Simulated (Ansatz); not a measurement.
The inner images of a band of H3OSTe (6 atoms, charge 1, multiplicity 1) are given out of order.

Method: RKS B3LYP-D4/def2-SVP (Ansatz).

Image 0:

```xyz
6
Properties=species:S:1:pos:R:3
O -1.194 0.359 -0.586
S 0.673 -0.804 -0.571
Te 1.298 -0.960 1.617
H -1.912 -0.180 -0.969
H -1.092 1.139 -1.165
H 2.227 0.446 1.675
```

Image 8:

```xyz
6
Properties=species:S:1:pos:R:3
O -1.064 0.464 -0.488
S 1.190 -0.637 0.017
Te 1.213 -1.672 2.066
H -1.617 -0.133 -1.019
H -1.114 1.316 -0.953
H 1.392 0.663 0.376
```

Problem. Put them in order from the first end to the last, with their energies above the first end.
A.
```xyz
6
Properties=species:S:1:pos:R:3
O -1.150 0.409 -0.509
S 1.039 -0.567 -0.216
Te 1.298 -1.247 2.023
H -1.738 -0.167 -1.030
H -1.083 1.239 -1.011
H 1.634 0.334 0.743
```
B.
```xyz
6
Properties=species:S:1:pos:R:3
O -1.120 0.353 -0.519
S 0.728 -0.825 -0.500
Te 1.291 -1.005 1.738
H -1.771 -0.182 -1.010
H -1.035 1.198 -1.005
H 1.907 0.462 1.296
```
C.
```xyz
6
Properties=species:S:1:pos:R:3
O -1.148 0.325 -0.541
S 0.664 -0.875 -0.566
Te 1.271 -0.959 1.637
H -1.842 -0.165 -1.020
H -1.019 1.170 -1.014
H 2.074 0.504 1.504
```
D.
```xyz
6
Properties=species:S:1:pos:R:3
O -1.156 0.424 -0.505
S 1.106 -0.573 -0.113
Te 1.263 -1.417 2.048
H -1.724 -0.149 -1.048
H -1.102 1.262 -0.993
H 1.613 0.453 0.611
```
E.
```xyz
6
Properties=species:S:1:pos:R:3
O -1.141 0.439 -0.501
S 1.159 -0.601 -0.016
Te 1.232 -1.578 2.065
H -1.698 -0.136 -1.055
H -1.124 1.287 -0.976
H 1.572 0.589 0.483
```
F.
```xyz
6
Properties=species:S:1:pos:R:3
O -1.124 0.375 -0.514
S 0.829 -0.733 -0.423
Te 1.319 -1.044 1.861
H -1.749 -0.185 -1.010
H -1.056 1.211 -1.016
H 1.781 0.376 1.102
```
G.
```xyz
6
Properties=species:S:1:pos:R:3
O -1.138 0.393 -0.512
S 0.945 -0.630 -0.323
Te 1.326 -1.104 1.970
H -1.746 -0.182 -1.012
H -1.070 1.218 -1.026
H 1.683 0.306 0.903
```

Solution. C (+0.04 eV), B (+0.35 eV), F (+0.99 eV), G (+1.47 eV), A (+1.06 eV), D (+0.48 eV), E (+0.13 eV).

The run took 2.3 min on 1 thread of Arm Neoverse V2, with other jobs on the host, peak memory 0.14 GiB.
